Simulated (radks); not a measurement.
Problem. These are the eigenvalues of the occupied orbitals of an atom or ion with whole-number occupations (Ry). Method: Dirac Kohn-Sham, PBE, spin-unpolarised, spherical densities, finite nucleus; Fermi nuclear charge, rms radius of each element as measured or else 0.836 A^(1/3) + 0.57 fm; computed with a radial shooting solver on a logarithmic mesh with Libxc functionals.

1s1/2: -2332.347
2s1/2: -365.5270
2p1/2: -343.0818
2p3/2: -322.9047
3s1/2: -80.14602
3p1/2: -70.91866
3p3/2: -67.15057
3d3/2: -50.88459
3d5/2: -50.09573
4s1/2: -20.94060
4p1/2: -17.71648
4p3/2: -16.96429
4d3/2: -11.72089
4d5/2: -11.59638

Which element is it, and in what charge state? The configuration may be excited. Open shells, if any, fill j = l - 1/2 first.

Solution. Z = 52, tellurium, charge +8: Te8+ in [Kr] 4d8. The list shows which subshells hold electrons but not how many an open one holds; the 1s level, -1166.2 hartree, gives Z - s = 48.3 by -(Z - s)^2/2, which with screening and relativity narrows Z to a few neighbours, and the depths of the outer levels then fix element, charge and occupations together.
